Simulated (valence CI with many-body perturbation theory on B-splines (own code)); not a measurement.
**Valence orbitals of Ta²⁴⁺**

Calculated by configuration interaction combined with many-body perturbation theory (CI+MBPT): three valence electrons over a frozen Dirac-Fock core [Kr] 4d10, radial functions for each j: 7 s, 7 p, 7 d, 7 f, 4 g, 2 h, with the one-electron correlation potential Σ1 (screened to all orders), the two-electron term Σ2, the three-electron term Σ3, Breit, model QED; selected single and double excitations, second order for the rest, scaled by the run's own slope (own B-spline code, finite nucleus).

No measured levels were compared; by estimate terms of the open shell hold to a few per cent of their energy, and close levels can change places. Excitations out of the core, of the other parity, are not computed and may begin above about 157 eV (a cautious bound); beyond it only levels of the ground parity were kept, without lifetimes.

These are the spectroscopic orbitals of the CI (the correlating ones are not listed), shaped by the core and the other valence electrons. h is the expectation value of the core's Dirac-Fock operator, without the valence repulsion; Σ1 is computed up to l = 3 at one energy for each symmetry, that of its lowest orbital but kept below the first core excitation, so for empty shells it is not the orbital's own correlation shift; Breit and QED include the response of the core.

```tsv
Orbital	h (hartree)	Σ1 (cm⁻¹)	Breit (cm⁻¹)	QED (cm⁻¹)	⟨r⟩ (bohr)
5s1/2	-25.533	-21826	3083	2578	0.8328
6s1/2	-15.782	-6739	1413	1180	1.351
7s1/2	-10.771	-3247	790	668	1.978
5p1/2	-23.962	-19485	4639	38.2	0.8613
6p1/2	-15.001	-6636	2303	19.6	1.387
7p1/2	-10.319	-3248	1298	11.5	2.033
5p3/2	-23.025	-16810	2619	256	0.8992
6p3/2	-14.542	-6074	1327	130	1.433
7p3/2	-10.057	-3037	827	74.6	2.087
5d3/2	-20.508	-14333	1647	-154	0.9446
6d3/2	-13.25	-5757	885	-80.4	1.508
7d3/2	-9.3034	-3016	523	-47.0	2.193
5d5/2	-20.316	-13742	971	-63.2	0.9548
6d5/2	-13.153	-5568	519	-32.6	1.520
7d5/2	-9.2466	-2927	312	-18.9	2.208
4f5/2	-30.103	-30557	153	-455	0.4635
5f5/2	-17.362	-12067	221	-120	1.005
4f7/2	-29.977	-29947	-1085	-352	0.4668
5f7/2	-17.318	-11932	-155	-88.9	1.008
5g7/2	-15.01		-113	-25.5	1.024
5g9/2	-15.005		-200	-18.2	1.025
```

Among the shells of the start configuration 4f3, Σ1 is largest in size for 4f5/2, where it is 0.46 % of h.

Lowest root of each symmetry, sizes in configuration state functions:

```
   J  Parity  Roots  Reference  Variational  Second order  Change by selected CI (cm⁻¹)  Change by second order (cm⁻¹)
 1/2    even      6         56         4695          7943                         -4521                             -1
 3/2    even     10        100         8517         15083                         -3276                             -1
 5/2    even     12        126        10485         19480                         -3455                             -1
 7/2    even     13        126        10928         26146                         -2822                             -1
 9/2    even     13        109         9927         20875                         -3079                             -1
11/2    even     10         78         7812         20101                         -2875                             -1
13/2    even      7         50         5950         10377                         -2857                             -1
15/2    even      3         25         3542          5246                         -3931                             -1
17/2    even      1         13         1728          4902                         -3803                             -1
 1/2     odd     10         68         4998          8521                         -4463                             -1
 3/2     odd     18        121         8246         19364                         -3320                              0
 5/2     odd     21        141        10662         25421                         -3112                              0
 7/2     odd     21        139        11010         27058                         -3070                              0
 9/2     odd     19        119         9924         24967                         -2165                              0
11/2     odd     15         91         7856         19935                         -2033                              0
13/2     odd      9         56         5759         13172                         -2044                              0
15/2     odd      6         29         3985          8793                         -2130                              0
17/2     odd      2          8         2221          2647                         -3100                              0
```
